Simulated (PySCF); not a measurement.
Isomers of C5H12Si2, mass 128.048 u with the commonest isotopes. Theory: PBE0/def2-SVPD in PySCF (dipole) on a GFN2-xTB geometry, gas phase. One conformer each, none proved a minimum here; rigid rotors.

**Question.** Order these by rotational constant C, smallest first.
A. `[CH2:1]=[CH:2][Si@@H:3]1[CH2:4][SiH2:5][C@H:6]1[CH3:7]` with C1–C2–Si3–C4 58°
B. `[CH2:1]=[CH:2][Si@@H:3]1[CH2:4][SiH2:5][C@@H:6]1[CH3:7]` with C1–C2–Si3–C4 34°, C2–Si3–C4–Si5 -103°, Si3–C4–Si5–C6 -10°, C4–Si5–C6–C7 132°, C2–Si3–C6–Si5 105°
C. `[CH3:1][C:2]#[C:3][SiH2:4][CH2:5][CH2:6][SiH3:7]` with C3–Si4–C5–C6 -57°, Si4–C5–C6–Si7 180°
D. `[CH2:1]=[CH:2][CH2:3][CH:4]1[SiH2:5][CH2:6][SiH2:7]1` with C1–C2–C3–C4 114°, C2–C3–C4–Si5 -68°
E. `[CH:1]#[C:2][CH2:3][C:4]([CH3:5])([SiH3:6])[SiH3:7]` with C2–C3–C4–C5 -60°
F. `[SiH3:1][SiH2:2][C:3]1=[CH:4][CH2:5][CH2:6][CH2:7]1` with Si1–Si2–C3–C4 116°, C3–C4–C5–C6 -12°, C4–C5–C6–C7 19°, C5–C6–C7–C3 -19°, Si2–C3–C7–C6 -171°

**Answer.** C (563.9 MHz), F (804.6 MHz), D (892.2 MHz), E (1033 MHz), A (1110 MHz), B (1234 MHz).

**Question.** Order these by rotational constant A, smallest first.
A. `[SiH3:1][SiH2:2][C:3]1=[CH:4][CH2:5][CH2:6][CH2:7]1` with Si1–Si2–C3–C4 116°, C3–C4–C5–C6 -12°, C4–C5–C6–C7 19°, C5–C6–C7–C3 -19°, Si2–C3–C7–C6 -171°
B. `[CH2:1]=[CH:2][Si@@H:3]1[CH2:4][SiH2:5][C@@H:6]1[CH3:7]` with C1–C2–Si3–C4 34°, C2–Si3–C4–Si5 -103°, Si3–C4–Si5–C6 -10°, C4–Si5–C6–C7 132°, C2–Si3–C6–Si5 105°
C. `[CH2:1]=[CH:2][CH2:3][CH:4]1[SiH2:5][CH2:6][SiH2:7]1` with C1–C2–C3–C4 114°, C2–C3–C4–Si5 -68°
D. `[CH:1]#[C:2][CH2:3][C:4]([CH3:5])([SiH3:6])[SiH3:7]` with C2–C3–C4–C5 -60°

**Answer.** B (2237 MHz), D (2412 MHz), C (3157 MHz), A (3723 MHz).

**Question.** Order these by dipole moment, largest first.
A. `[SiH3:1][SiH2:2][C:3]1=[CH:4][CH2:5][CH2:6][CH2:7]1` with Si1–Si2–C3–C4 116°, C3–C4–C5–C6 -12°, C4–C5–C6–C7 19°, C5–C6–C7–C3 -19°, Si2–C3–C7–C6 -171°
B. `[CH3:1][C:2]#[C:3][SiH2:4][CH2:5][CH2:6][SiH3:7]` with C3–Si4–C5–C6 -57°, Si4–C5–C6–Si7 180°
C. `[CH2:1]=[CH:2][CH2:3][CH:4]1[SiH2:5][CH2:6][SiH2:7]1` with C1–C2–C3–C4 114°, C2–C3–C4–Si5 -68°
D. `[CH:1]#[C:2][CH2:3][C:4]([CH3:5])([SiH3:6])[SiH3:7]` with C2–C3–C4–C5 -60°

**Answer.** B (1.38 D), A (1.05 D), D (0.51 D), C (0.33 D).

```csv
SMILES,point group,Ia (u·Å²),Ib (u·Å²),Ic (u·Å²),κ,μa (D),μb (D),μc (D)
C#CCC(C)([SiH3])[SiH3],C1,209.57,410.57,489.10,-0.71,0.00,0.42,0.29
CC#C[SiH2]CC[SiH3],C1,208.53,721.60,896.21,-0.85,1.00,0.96,0.02
[SiH3][SiH2]C1=CCCC1,C1,135.75,582.34,628.15,-0.96,1.01,0.19,0.19
C=C[Si@@H]1C[SiH2][C@@H]1C,C1,225.91,344.51,409.60,-0.54,0.40,0.10,0.00
C=C[Si@@H]1C[SiH2][C@H]1C,C1,209.14,388.00,455.30,-0.71,0.55,0.10,0.18
C=CCC1[SiH2]C[SiH2]1,C1,160.09,453.62,566.44,-0.80,0.22,0.13,0.21
```
